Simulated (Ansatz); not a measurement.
C$_{3}$H$_{5}$BO, SMILES `C=C1CBO1`, relaxed with RKS PBE-D4/def2-SVP in Ansatz 0.2.0 from a rough embedded geometry. The force threshold is 0.03 eV/Å; the program also tests the step.

Total charge 0; spin multiplicity 1.

Start:

```xyz
10

C     0.844   -1.536    0.135
C     0.203   -0.454    0.276
C    -0.245    0.557   -0.640
B    -0.898    1.448    0.498
O    -0.407    0.263    1.370
H     1.094   -2.185    1.050
H     1.230   -1.885   -0.802
H    -0.991    0.245   -1.348
H     0.644    1.152   -1.125
H    -1.475    2.395    0.585
```

**Question.** How much energy does the relaxation release, and in how many steps? (An estimate is asked.)

**Answer.** The calculation gave: 154.36 kJ/mol, in 7 steps, 1 of them rejected.

**Question.** Which bonds change most? (An estimate is asked.)

**Answer.** Ansatz gave: B4–O5 from 1.551 to 1.391 Å; B4–H10 from 1.113 to 1.211 Å; C2–C3 from 1.436 to 1.519 Å; C1–C2 from 1.266 to 1.336 Å.

**Question.** Give the relaxed structure. (An estimate is asked.)

**Answer.** Computed: 
```xyz
10

C     0.848   -1.544    0.237
C     0.182   -0.386    0.203
C    -0.243    0.660   -0.813
B    -0.831    1.299    0.523
O    -0.384    0.260    1.332
H     0.994   -2.080    1.186
H     1.257   -1.968   -0.690
H    -0.966    0.308   -1.577
H     0.586    1.188   -1.327
H    -1.443    2.263    0.925
```
